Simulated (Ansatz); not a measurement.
Total energies of the cluster Mg₂Se₂⁺ from Ansatz at PBE0-D4/def2-TZVP, gas phase (1 Eh = 27.2114 eV = 2625.5 kJ/mol). The reference geometry is relaxed at r2SCAN-D4/def2-SVP.

```tsv
atom	x (Å)	y (Å)	z (Å)
Mg1	-0.369	1.246	0.673
Mg2	0.368	-1.245	-0.674
Se3	-1.919	-0.630	0.115
Se4	1.919	0.629	-0.114
```

| state | geometry | energy (Eh) |
| --- | --- | --- |
| charge 1 doublet | reference | -5202.36909 |
| charge 0 singlet | reference | -5202.64513 |
| charge 1 quartet | relaxed at r2SCAN-D4/def2-SVP | -5202.28963 |

(1) Work out the vertical electron affinity, to the singlet.

(2) Which of the charge 1 states is lowest, and how far above it are the others?

(1) E(charge 1 doublet) − E(charge 0 singlet) = -5202.36909 − (-5202.64513) = 0.27604 Eh = 7.51 eV.

(2) The doublet. quartet: -5202.28963 − (-5202.36909) = 0.07946 Eh = 208.6 kJ/mol.

The structure comes from a short search, and lower isomers may exist.
